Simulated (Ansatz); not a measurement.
Stretching the P1–O2 bond in PO (multiplicity 2 held). Energies count from the point at 1.480 Å.


R- and RO- levels are restricted; in cc, def2 and unpolarised 6-31G sets they are followed outwards from rest. Unrestricted levels (U-) break spin symmetry where that is lower. Active spaces are followed from rest. Levels need not reach the same state.

Frozen-core correlation.

The values were computed with Ansatz (a first-principles code) with Gaussian orbitals. Each number belongs to the level named beside it.

```json
[
 {"level": "RO-HF/cc-pV(D+d)Z", "energy at R = 5.919 Å (kcal/mol)": "390.97"},
 {"level": "U-HF/cc-pV(D+d)Z", "energy at R = 5.919 Å (kcal/mol)": "46.12"},
 {"level": "U-MP2/cc-pV(D+d)Z", "energy at R = 5.919 Å (kcal/mol)": "120.04"},
 {"level": "U-CCSD(T)/cc-pV(D+d)Z", "energy at R = 5.919 Å (kcal/mol)": "111.48"},
 {"level": "CASSCF(11,8)/cc-pV(D+d)Z", "energy at R = 5.919 Å (kcal/mol)": "…"},
 {"level": "SC-NEVPT2 on CASSCF(11,8)/cc-pV(D+d)Z", "energy at R = 5.919 Å (kcal/mol)": "112.08"},
 {"level": "FIC-NEVPT4(SD) on CASSCF(11,8)/cc-pV(D+d)Z", "energy at R = 5.919 Å (kcal/mol)": "109.34"},
 {"level": "FIC-MRCISD on CASSCF(11,8)/cc-pV(D+d)Z", "energy at R = 5.919 Å (kcal/mol)": "110.23"},
 {"level": "FIC-MRCISD+Q on CASSCF(11,8)/cc-pV(D+d)Z", "energy at R = 5.919 Å (kcal/mol)": "110.30"}
]
```

Question: Complete the blanks.

Answer: 
- CASSCF(11,8)/cc-pV(D+d)Z, energy at R = 5.919 Å (kcal/mol): 102.97

Doubts at one or more of the structures used: a restricted determinant that unrestricted orbitals would lower (RO-HF/cc-pV(D+d)Z); a spin-contaminated determinant (U-HF/cc-pV(D+d)Z, U-MP2/cc-pV(D+d)Z, U-CCSD(T)/cc-pV(D+d)Z).
